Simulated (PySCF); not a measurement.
Ga(H)(Et)(OMe), SMILES C[CH2][GaH][O]C, CAM-B3LYP/def2-SVP optimised geometry.

```
14

Ga     0.18     0.11     0.00
H      1.75     0.11     0.00
C     -1.09    -1.38     0.00
C     -0.47    -2.78     0.01
H     -1.74    -1.24    -0.88
H     -1.75    -1.23     0.87
H      0.15    -2.95     0.90
H      0.17    -2.96    -0.87
H     -1.25    -3.56     0.01
O     -0.58     1.73     0.00
C      0.07     2.97     0.00
H     -0.23     3.56     0.88
H      1.17     2.89     0.01
H     -0.21     3.55    -0.90
```

Density from CAM-B3LYP/def2-TZVP (PySCF 2.14.0) at that geometry.

Minimum of the electron density along straight lines between bonded atoms, close to the bond critical point (lines longer than 1.1 times the sum of covalent radii, or with two minima, are not listed):

| bond | length / Å | ρ at the minimum / e bohr⁻³ | ∇²ρ there / e bohr⁻⁵ | position (fraction from the first atom) |
|---|---|---|---|---|
| Ga1–H2 | 1.568 | 0.115 | 0.14 | 0.60 |
| Ga1–C3 | 1.961 | 0.118 | 0.18 | 0.48 |
| C3–C4 | 1.529 | 0.242 | ? | 0.50 |
| C3–H5 | 1.103 | 0.268 | -0.88 | 0.64 |
| C3–H6 | 1.103 | 0.268 | -0.88 | 0.64 |
| C4–H7 | 1.101 | 0.273 | -0.92 | 0.64 |
| C4–H8 | 1.101 | 0.273 | -0.92 | 0.64 |
| C4–H9 | 1.102 | 0.273 | -0.92 | 0.64 |
| Ga1–O10 | 1.783 | 0.133 | ? | 0.48 |
| O10–C11 | 1.396 | 0.271 | ? | 0.65 |
| C11–H12 | 1.105 | 0.277 | -0.96 | 0.65 |
| C11–H13 | 1.108 | 0.275 | -0.94 | 0.64 |
| C11–H14 | 1.105 | 0.277 | -0.96 | 0.65 |

### Question
What belongs in the gaps?

### Answer

- C3–C4, ∇²ρ there / e bohr⁻⁵: -0.59
- Ga1–O10, ∇²ρ there / e bohr⁻⁵: 0.74
- O10–C11, ∇²ρ there / e bohr⁻⁵: -0.63
